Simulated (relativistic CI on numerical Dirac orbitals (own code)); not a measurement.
# V⁵⁺ in a cubic cluster: L2,3 absorption with charge transfer

Computed with a charge-transfer multiplet model of a cubic metal-ligand cluster with up to 2 ligand holes, Slater and spin-orbit integrals from Dirac-Coulomb-Breit ions, Slater integrals scaled by 0.7. The ground state mixes d0 with configurations of k ligand holes L, whose averages lie at kΔ + k(k − 1)U_dd/2; a core hole lowers each added d electron by U_cd. 20 K, Lorentzian 0.4 eV and Gaussian 0.3 eV FWHM.

Atomic integrals in eV (Slater integrals scaled, ζ unscaled), ground: F2dd 7.050, F4dd 4.418, zeta_d 0.024; with the core hole: F2dd 7.050, F4dd 4.418, zeta_d 0.047, zeta_core 4.606, F2cd 5.240, G1cd 4.036, G3cd 2.295. Where a configuration has fewer than two d electrons, the dd integrals are those of d2.

Cluster parameters (eV): Δ = 0.2, U_cd = 6, 10Dq = 2.3, 10Dq(ligand) = 0.8, V(eg) = 4.15, V(t2g) = -1.97, final-state hopping factor = 0.9.

Weights, n_d and S are thermal averages at 20 K. Photon energies count from the first peak over 30 % of the highest in each spectrum, which can be another peak from case to case. The parameters are a model scan and need not match a compound or its usual spin state. Peaks in eV (height, largest 100): -1.1 (9), 0.0 (93), 1.6 (8), 3.2 (100), 6.8 (75), 9.4 (94), 10.5 (84), 17.8 (5), 24.5 (6).

Which parameters give this spectrum?
A. U_dd = 3.1 eV
B. U_dd = 6.6 eV
C. U_dd = 5.2 eV

A. U_dd = 3.1 eV; the ground state then has 1.01 d electrons and S = 0.00. The choice follows from running the model for each set and comparing peak positions and heights. The space is cut while the next configuration still counts.
